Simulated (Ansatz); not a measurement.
`[Cl][Sn]([Cl])([Cl])[Br]` + H₂ → `[Cl][SnH]([Cl])[Br]` + HCl at 400 K and 1 bar (hydrogenolysis of the Sn–Cl bond).

Computed with Ansatz on PBE0-D4/def2-TZVP structures; ΔE is electronic, products minus reactants. CCSD(T)/CBS is the MP2 limit (def2-TZVPP, def2-QZVPP) plus CCSD(T) − MP2 in def2-TZVPP, frozen cores. This one scheme is used for every species. def2 core potentials past Kr. For Br, Sn outer-core shells are correlated without core-valence functions, which leaves a few kJ/mol of doubt a bond. Scalar relativity is left out up to krypton.

```
                   species  CCSD(T)/CBS energy (Eh)  H − E (kJ/mol)  S (J/(mol·K))
`[Cl][Sn]([Cl])([Cl])[Br]`              -4166.86464            45.3          420.8
                        H₂                 -1.17544            38.0          139.0
     `[Cl][SnH]([Cl])[Br]`              -3707.63582            55.3          392.6
                       HCl               -460.38127            29.6          195.4
```

H − E and S are ideal-gas, rigid-rotor, harmonic terms from PBE0-D4/def2-TZVP. The MP2-based limit puts H₂ 0.8 mEh under its directly extrapolated value; such offsets cancel only in part. 1 Eh = 2625.50 kJ/mol, R = 8.31446 J/(mol·K).

Q: By hand: ΔE, ΔH, ΔS and ΔG.

A: ΔE = (-3707.63582) + (-460.38127) − (-4166.86464) − (-1.17544) = 0.02299 Eh = 60.4 kJ/mol. Δ(H − E) = 55.3 + 29.6 − 45.3 − 38.0 = 1.6, so ΔH = 62.0 kJ/mol. ΔS = 392.6 + 195.4 − 420.8 − 139.0 = 28.2 J/(mol·K). ΔG = 62.0 − 400 × (28.2)/1000 = 50.7 kJ/mol.

Q: By hand: the equilibrium constant, and the temperature at which ΔG would vanish if ΔH and ΔS stayed fixed.

A: log₁₀ K = −ΔG/(RT ln 10) = -6.6. ΔG = 0 at ΔH/ΔS = 2199 K.

ΔH outweighs TΔS. A doubt of 5 kJ/mol in ΔE shifts log₁₀ K by 0.7 here. These are equilibria of isolated gas molecules and say nothing of rates. Largest T1 diagnostic: 0.010 (customary marks: 0.02 for closed shells, 0.045 for open ones).
